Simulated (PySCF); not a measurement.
Isomers of C8H16NP, mass 157.102 u with the commonest isotopes. Computed with PySCF 2.14.0, PBE0-D3(BJ)/def2-SVP geometry optimisation, gas phase. One conformer each, none proved a minimum here; rigid rotors.

Question: Order these by rotational constant B, smallest first.
A. `[CH2:1]=[CH:2][P:3]([CH:4]=[CH2:5])[NH:6][C:7]([CH3:8])([CH3:9])[CH3:10]` with C1–C2–P3–C4 114°, C2–P3–C4–C5 128°, C2–P3–N6–C7 131°
B. `[CH3:1][C:2]#[C:3][P:4]([CH3:5])[N:6]([CH2:7][CH3:8])[CH2:9][CH3:10]` with C3–P4–N6–C7 -155°, P4–N6–C7–C8 -60°, P4–N6–C9–C10 -134°
C. `[CH2:1]=[CH:2][P:3]([CH:4]1[CH2:5][CH2:6]1)[N:7]([CH3:8])[CH2:9][CH3:10]` with C1–C2–P3–C4 -121°, C2–P3–C4–C5 156°, C2–P3–N7–C8 161°, P3–N7–C9–C10 155°
D. `[CH3:1][C:2]([CH3:3])([CH3:4])[NH:5][P:6]1[CH:7]=[CH:8][CH2:9][CH2:10]1` with C2–N5–P6–C7 -119°, N5–P6–C7–C8 -92°, C7–C8–C9–C10 -12°, C8–C9–C10–P6 19°, N5–P6–C10–C9 85°

Answer: D (666.0 MHz), B (713.4 MHz), A (804.4 MHz), C (835.4 MHz).

Question: Order these by rotational constant C, smallest first.
A. `[CH3:1][C:2]([CH3:3])([CH3:4])[NH:5][P:6]1[CH:7]=[CH:8][CH2:9][CH2:10]1` with C2–N5–P6–C7 -119°, N5–P6–C7–C8 -92°, C7–C8–C9–C10 -12°, C8–C9–C10–P6 19°, N5–P6–C10–C9 85°
B. `[CH2:1]=[CH:2][P:3]([CH:4]=[CH2:5])[NH:6][C:7]([CH3:8])([CH3:9])[CH3:10]` with C1–C2–P3–C4 114°, C2–P3–C4–C5 128°, C2–P3–N6–C7 131°
C. `[CH2:1]=[CH:2][P:3]([CH:4]1[CH2:5][CH2:6]1)[N:7]([CH3:8])[CH2:9][CH3:10]` with C1–C2–P3–C4 -121°, C2–P3–C4–C5 156°, C2–P3–N7–C8 161°, P3–N7–C9–C10 155°
D. `[CH3:1][C:2]#[C:3][P:4]([CH3:5])[N:6]([CH2:7][CH3:8])[CH2:9][CH3:10]` with C3–P4–N6–C7 -155°, P4–N6–C7–C8 -60°, P4–N6–C9–C10 -134°

Answer: D (536.8 MHz), C (585.5 MHz), B (611.6 MHz), A (640.4 MHz).

Question: Order these by dipole moment, smallest first.
A. `[CH3:1][C:2]([CH3:3])([CH3:4])[NH:5][P:6]1[CH:7]=[CH:8][CH2:9][CH2:10]1` with C2–N5–P6–C7 -119°, N5–P6–C7–C8 -92°, C7–C8–C9–C10 -12°, C8–C9–C10–P6 19°, N5–P6–C10–C9 85°
B. `[CH2:1]=[CH:2][P:3]([CH:4]=[CH2:5])[NH:6][C:7]([CH3:8])([CH3:9])[CH3:10]` with C1–C2–P3–C4 114°, C2–P3–C4–C5 128°, C2–P3–N6–C7 131°
C. `[CH3:1][C:2]#[C:3][P:4]([CH3:5])[N:6]([CH2:7][CH3:8])[CH2:9][CH3:10]` with C3–P4–N6–C7 -155°, P4–N6–C7–C8 -60°, P4–N6–C9–C10 -134°
D. `[CH2:1]=[CH:2][P:3]([CH:4]1[CH2:5][CH2:6]1)[N:7]([CH3:8])[CH2:9][CH3:10]` with C1–C2–P3–C4 -121°, C2–P3–C4–C5 156°, C2–P3–N7–C8 161°, P3–N7–C9–C10 155°

Answer: D (0.75 D), C (1.03 D), B (1.18 D), A (1.59 D).

```json
{"SMILES": "CC(C)(C)NP1C=CCC1", "point group": "C1", "Ia (u·Å²)": "223.66", "Ib (u·Å²)": "758.78", "Ic (u·Å²)": "789.14", "κ": "-0.97", "μa (D)": "0.39", "μb (D)": "0.49", "μc (D)": "1.47"}
{"SMILES": "C=CP(C=C)NC(C)(C)C", "point group": "C1", "Ia (u·Å²)": "344.48", "Ib (u·Å²)": "628.30", "Ic (u·Å²)": "826.31", "κ": "-0.55", "μa (D)": "0.38", "μb (D)": "0.20", "μc (D)": "1.10"}
{"SMILES": "CC#CP(C)N(CC)CC", "point group": "C1", "Ia (u·Å²)": "328.69", "Ib (u·Å²)": "708.45", "Ic (u·Å²)": "941.46", "κ": "-0.65", "μa (D)": "0.51", "μb (D)": "0.41", "μc (D)": "0.79"}
{"SMILES": "C=CP(C1CC1)N(C)CC", "point group": "C1", "Ia (u·Å²)": "332.60", "Ib (u·Å²)": "604.96", "Ic (u·Å²)": "863.21", "κ": "-0.46", "μa (D)": "0.09", "μb (D)": "0.08", "μc (D)": "0.74"}
```
